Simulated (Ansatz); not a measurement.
Species: C$_{4}$H$_{12}$Si, SMILES `C[Si](C)(C)C` (charge 0, multiplicity 1).

Question: Give a relaxed geometry from PBE-D3(BJ)/def2-SVP (Ansatz, a first-principles code).

Answer: the end point of this relaxation (outside a Z-matrix the atoms follow the SMILES, hydrogens last).
Bonded distances (Å): C1–Si2 1.895, C1–H6 1.110, C1–H7 1.110, C1–H8 1.110, Si2–C3 1.895, Si2–C4 1.895, Si2–C5 1.895, C3–H9 1.110, C3–H10 1.110, C3–H11 1.110, C4–H12 1.110, C4–H13 1.110, C4–H14 1.110, C5–H15 1.110, C5–H16 1.110, C5–H17 1.110. Angles (°): Si2–C1–H6 111.2, Si2–C1–H7 111.2, Si2–C1–H8 111.2, H6–C1–H7 107.7, H6–C1–H8 107.7, H7–C1–H8 107.7, C1–Si2–C3 109.5, C1–Si2–C4 109.5, C1–Si2–C5 109.5, C3–Si2–C4 109.5, C3–Si2–C5 109.5, C4–Si2–C5 109.5, Si2–C3–H9 111.2, Si2–C3–H10 111.2, Si2–C3–H11 111.2, H9–C3–H10 107.7, H9–C3–H11 107.7, H10–C3–H11 107.7, Si2–C4–H12 111.2, Si2–C4–H13 111.2, Si2–C4–H14 111.2, H12–C4–H13 107.7, H12–C4–H14 107.7, H13–C4–H14 107.7, Si2–C5–H15 111.2, Si2–C5–H16 111.2, Si2–C5–H17 111.2, H15–C5–H16 107.7, H15–C5–H17 107.7, H16–C5–H17 107.7.
